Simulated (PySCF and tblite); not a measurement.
Results of a calculation; reference values are marked as such.
2 E/Z isomers of C₅H₈O₂, numbered alike:

```csv
isomer,SMILES,descriptors
A,[CH3:1][O:2]/[CH:3]=[CH:4]/[C:5]([CH3:6])=[O:7],3=4 E
B,[CH3:1][O:2]/[CH:3]=[CH:4]\[C:5]([CH3:6])=[O:7],3=4 Z
```

Each isomer is a Boltzmann average at 298.15 K over at most 6 conformers: GFN2-xTB geometries, energies PBE0/pcSseg-1 (IEF-PCM, acetone) (D3(BJ) added where defined), GIAO shieldings PBE0/pcSseg-1 (IEF-PCM, acetone), GFN2-xTB thermal terms. Programs: PySCF with density fitting and tblite.

Question: What shifts does each isomer give (ppm)?

Answer: 
A: ¹H (against TMS): 7.89 (H3, 1H), 5.68 (H4, 1H), 4.02 (H1, 3H), 2.29 (H6, 3H). ¹³C (against TMS): 203.9 (C5), 173.6 (C3), 107.7 (C4), 59.0 (C1), 33.7 (C6).

B: ¹H (against TMS): 7.15 (H3, 1H), 5.31 (H4, 1H), 4.18 (H1, 3H), 2.37 (H6, 3H). ¹³C (against TMS): 203.7 (C5), 171.8 (C3), 113.4 (C4), 62.5 (C1), 36.5 (C6).

Question: Which carbons tell the isomers apart best?

Answer: C4: 107.7 in A, 113.4 in B; C1: 59.0 in A, 62.5 in B; C6: 33.7 in A, 36.5 in B ppm.

Shifts are unscaled: against experiment ¹³C can be off by 15 ppm or more and ¹H by 0.8 ppm.
